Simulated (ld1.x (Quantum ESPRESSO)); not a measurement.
**Building the PAW potential for chromium (Cr) (LDA (PZ), scalar-relativistic).**

- Element: chromium
- Generator: ld1.x (Quantum ESPRESSO) 7.5
- Type: PAW
- Functional: LDA (PZ)
- Relativity: scalar-relativistic
- Frozen core: [Ne]
- Valence charge: 14
- Reference configuration: 3s2 3p6 3d5 4s1 4p0
- Partial waves: 3s (bound): rcut 1.20, rcutus 1.45 bohr; 4s (bound): rcut 1.20, rcutus 1.45 bohr; 3p (bound): rcut 1.40, rcutus 1.65 bohr; 4p (bound, empty): rcut 1.40, rcutus 1.65 bohr; 3d (bound): rcut 1.20, rcutus 1.35 bohr; 3d channel at 0.35 Ry: rcut 1.20, rcutus 1.35 bohr
- Local potential: all-electron potential smoothed inside 1.60 bohr (lloc = -2)
- Core correction: a·sin(br)/r model core inside 0.80 bohr
- Augmentation charge: PSQ, radius 1.20 bohr

(1) Estimate the cutoffs (Ry, on a coarse ladder) from which the occupation-weighted sum of valence levels, in a spherical-Bessel basis at the reference potential, stays within 10 and 1 mRy of its value at 400 Ry.

(2) What does a ghost test show?

(3) Is the overlap operator S = 1 + Σ q|β⟩⟨β| positive definite (Bessel basis up to 400 Ry)?

(4) Which valence shell sets the plane-wave cutoff?

Answers

(1) 55 Ry and 100 Ry.

(2) No extra level below or beside the all-electron valence levels (s, p, d, f tested).

(3) Yes: its lowest eigenvalue is 0.10 (p channel).

(4) 3d: its level needs 60 Ry to come within 1 mRy, against 40 Ry for 4s.

Its largest configuration-test error is +52 meV (3s2 3p6 3d4 4s0 4p0). Test run stopped at test 3 of 9 (negative rho).
